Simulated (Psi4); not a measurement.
A dimer, C5H5N ··· H3O+ (SMILES c1ccncc1 and [OH3+]) (charge +1), singlet; the first 11 atoms form monomer A.

```
15

C     -0.2355     1.1662    -0.0022
C     -1.2648     0.2350    -0.0192
C     -0.9367    -1.1159    -0.0158
N      0.3168    -1.5688     0.0030
C      1.2965    -0.6650     0.0191
C      1.0743     0.7073     0.0174
H     -0.4498     2.2272    -0.0042
H     -2.3014     0.5443    -0.0347
H     -1.7176    -1.8690    -0.0287
H      2.3084    -1.0560     0.0342
H      1.9097     1.3947     0.0310
O      1.6659    -8.3183     0.2299
H      1.4858    -7.3559     0.1665
H      1.7559    -8.7563    -0.6434
H      2.3910    -8.5387     0.8531
```

Task: What interaction energy does SAPT0/jun-cc-pVDZ, frozen core (Psi4) give, and which attractive term is the largest?

Result: Total -15.76 kJ/mol: electrostatics -14.00, exchange 0.00, induction -1.72, dispersion -0.05. The most attractive term is electrostatics.
